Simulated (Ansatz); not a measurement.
Ansatz (a first-principles code) input for Be(OSiH3)2 (BeH6O2Si2), SMILES [SiH3][O][Be][O][SiH3], PBE-D3(BJ)/def2-SVP. 

Ansatz 0.2 input:
```yaml
crystal:
  periodic: [false, false, false]
  atoms:
    - {symbol: Be, position_ang: [-0.00039966, -0.00498885, 0.00041804]}
    - {symbol: O, position_ang: [-1.16272966, 0.15447384, 0.78516705]}
    - {symbol: Si, position_ang: [-2.52010159, 0.34682458, 1.70196798]}
    - {symbol: H, position_ang: [-2.39995790, -0.43111750, 2.96943187]}
    - {symbol: H, position_ang: [-3.71845576, -0.13532072, 0.95525439]}
    - {symbol: H, position_ang: [-2.71338945, 1.78715045, 2.04000767]}
    - {symbol: O, position_ang: [1.16202344, -0.16328937, -0.78442835]}
    - {symbol: Si, position_ang: [2.52046832, -0.34224692, -1.70235157]}
    - {symbol: H, position_ang: [2.26206447, -1.29015975, -2.82519697]}
    - {symbol: H, position_ang: [3.63731126, -0.87757872, -0.87037820]}
    - {symbol: H, position_ang: [2.93454170, 0.97341872, -2.27133030]}
basis:
  gaussian:
    orbitals: def2-SVP
hamiltonian:
  xc: pbe
  dispersion: d3bj
relax: {f_tol: 0.002, max_steps: 200}
```

Log of the run:

```
WARN ansatz: RAYON_NUM_THREADS=1 ignored (pool sized by the plan → 1); use --threads N
Functional definition: PBE
integrals: 0.05 GiB planned
1160 factors; their error is unknown
mean field: 0.25 GiB planned
mean field evaluation 1: about -20318.6999 eV, gradient 8.3e1 eV
mean field evaluation 2: about -20248.5352 eV, gradient 2.0e2 eV
mean field evaluation 4: about -20331.0547 eV, gradient 3.8e0 eV
mean field evaluation 8: about -20331.1192 eV, gradient 4.0e-2 eV
mean field evaluation 16: about -20331.0423 eV, gradient 5.8e-5 eV
mean field -20331.04231896 eV, -747.1520243462 hartree, gradient 5.8e-5 eV, S^2 0.000000; 0 other end points of the search recorded, 0 dependent functions left out
the calculation of the forces begins
reference -20331.04236797 eV, -747.1520261476 hartree; 27, 27 occupied and 76, 76 virtual orbitals, 1160 factors
relax step   1: F+E_penalty+E_count = -20331.23448907 eV  Δ(F+E_penalty+E_count) = +0.000e0 eV  max|allowed force component| = 2.287e-1 eV/Å  Δτ_max = 0.0000 Å  (26 SCF iters, accepted)
these checks for a lower state are left out or cut short: starts, cluster_reference, orbital_swaps, neighbouring_geometries, increment
integrals: 0.05 GiB planned
1160 factors; their error is unknown
mean field: 0.25 GiB planned
mean field -20331.05650650 eV, -747.1525457288 hartree, gradient 1.1e-5 eV, S^2 0.000000; 0 other end points of the search recorded, 0 dependent functions left out
the calculation of the forces begins
reference -20331.05655562 eV, -747.1525475339 hartree; 27, 27 occupied and 76, 76 virtual orbitals, 1160 factors
relax step   2: F+E_penalty+E_count = -20331.24801560 eV  Δ(F+E_penalty+E_count) = -1.353e-2 eV  max|allowed force component| = 1.034e-1 eV/Å  Δτ_max = 0.0168 Å  (28 SCF iters, accepted)
these checks for a lower state are left out or cut short: starts, cluster_reference, orbital_swaps, neighbouring_geometries, increment
integrals: 0.05 GiB planned
1160 factors; their error is unknown
mean field: 0.25 GiB planned
mean field evaluation 32: about -20331.0588 eV, gradient 1.4e-5 eV
mean field -20331.05882749 eV, -747.1526310236 hartree, gradient 1.1e-5 eV, S^2 0.000000; 0 other end points of the search recorded, 0 dependent functions left out
the calculation of the forces begins
reference -20331.05887663 eV, -747.1526328297 hartree; 27, 27 occupied and 76, 76 virtual orbitals, 1160 factors
relax step   3: F+E_penalty+E_count = -20331.24992340 eV  Δ(F+E_penalty+E_count) = -1.908e-3 eV  max|allowed force component| = 2.427e-2 eV/Å  Δτ_max = 0.0092 Å  (28 SCF iters, accepted)
these checks for a lower state are left out or cut short: starts, cluster_reference, orbital_swaps, neighbouring_geometries, increment
integrals: 0.05 GiB planned
1160 factors; their error is unknown
mean field: 0.25 GiB planned
mean field -20331.05886997 eV, -747.1526325849 hartree, gradient 4.2e-5 eV, S^2 0.000000; 0 other end points of the search recorded, 0 dependent functions left out
the calculation of the forces begins
reference -20331.05891912 eV, -747.1526343908 hartree; 27, 27 occupied and 76, 76 virtual orbitals, 1160 factors
relax step   4: F+E_penalty+E_count = -20331.24994411 eV  Δ(F+E_penalty+E_count) = -2.071e-5 eV  max|allowed force component| = 2.669e-3 eV/Å  Δτ_max = 0.0007 Å  (18 SCF iters, accepted)
these checks for a lower state are left out or cut short: starts, cluster_reference, orbital_swaps, neighbouring_geometries, increment
integrals: 0.05 GiB planned
1160 factors; their error is unknown
mean field: 0.25 GiB planned
mean field -20331.05886967 eV, -747.1526325736 hartree, gradient 2.1e-5 eV, S^2 0.000000; 0 other end points of the search recorded, 0 dependent functions left out
the calculation of the forces begins
reference -20331.05891881 eV, -747.1526343794 hartree; 27, 27 occupied and 76, 76 virtual orbitals, 1160 factors
relax step   5: F+E_penalty+E_count = -20331.24994449 eV  Δ(F+E_penalty+E_count) = -3.796e-7 eV  max|allowed force component| = 1.910e-4 eV/Å  Δτ_max = 0.0001 Å  (17 SCF iters, accepted)
integrals: 0.05 GiB planned
1160 factors; their error is unknown
mean field: 0.25 GiB planned
mean field -20331.05886967 eV, -747.1526325736 hartree, gradient 2.3e-5 eV, S^2 0.000000; 1 other end points of the search recorded, 0 dependent functions left out
the calculation of the forces begins
reference -20331.05891881 eV, -747.1526343794 hartree; 27, 27 occupied and 76, 76 virtual orbitals, 1160 factors
Total energy: -20331.24999363 eV, -747.1596562497 hartree
Atom 0 at    -0.000348    -0.004343     0.000364 Å, force    -0.000000    -0.000005     0.000000 eV/Å
Atom 1 at    -1.169136     0.155754     0.789510 Å, force     0.000108     0.000179    -0.000001 eV/Å
Atom 2 at    -2.535163     0.348827     1.712148 Å, force     0.000021    -0.000087    -0.000042 eV/Å
Atom 3 at    -2.413458    -0.436339     2.990582 Å, force     0.000028    -0.000036    -0.000032 eV/Å
Atom 4 at    -3.743803    -0.137845     0.958467 Å, force     0.000024    -0.000025    -0.000007 eV/Å
Atom 5 at    -2.730312     1.801850     2.053330 Å, force    -0.000082    -0.000037     0.000061 eV/Å
Atom 6 at     1.168493    -0.163774    -0.788838 Å, force    -0.000079     0.000191    -0.000030 eV/Å
Atom 7 at     2.535520    -0.344362    -1.712522 Å, force    -0.000033    -0.000075     0.000056 eV/Å
Atom 8 at     2.274288    -1.300875    -2.845012 Å, force    -0.000032    -0.000025     0.000038 eV/Å
Atom 9 at     3.661896    -0.884575    -0.872793 Å, force    -0.000027    -0.000020     0.000011 eV/Å
Atom 10 at     2.953398     0.982850    -2.286675 Å, force     0.000074    -0.000059    -0.000053 eV/Å
Dipole moment:     0.000044     0.000555    -0.000047 e Å
```

The calculation finished and met its thresholds.
